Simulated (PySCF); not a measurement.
Static polarisabilities and like-pair C6 coefficients by linear response at PBE0/def2-SVPD (PySCF, frozen core in the response, non-relativistic, gas phase), PBE0-D3(BJ)/def2-SVP geometries, one conformer each; atomic units unless stated. Spin–orbit coupling is left out although an atom past zinc is present.

```
label                     species      α    C6
    P       `[SiH3]C[BH2-][PH3+]`   89.5  2734
    Q  `ClC(Cl)(Br)[C@@H]1C=CCO1`  109.0  4840
    R       `CS[C@H](C)OC(F)(F)F`   77.3  2779
    S               `Fc1cc[se]c1`   68.9  1787
```

Q: Estimate the unlike-pair coefficients by the rule C6(AB) = 2·C6(AA)·C6(BB) / [C6(AA)·αB/αA + C6(BB)·αA/αB], and compare with the geometric mean.

A: 
```tsv
pair	combination rule	geometric mean	ratio
PQ	3624	3638	0.996
PR	2724	2756	0.988
PS	2208	2210	0.999
QR	3660	3668	0.998
QS	2939	2941	0.999
RS	2216	2229	0.994
```

The rule is exact for one-pole polarisabilities and never exceeds the geometric mean; the two meet where both partners have the same effective excitation energy. These unlike-pair values are estimates, not computed integrals.
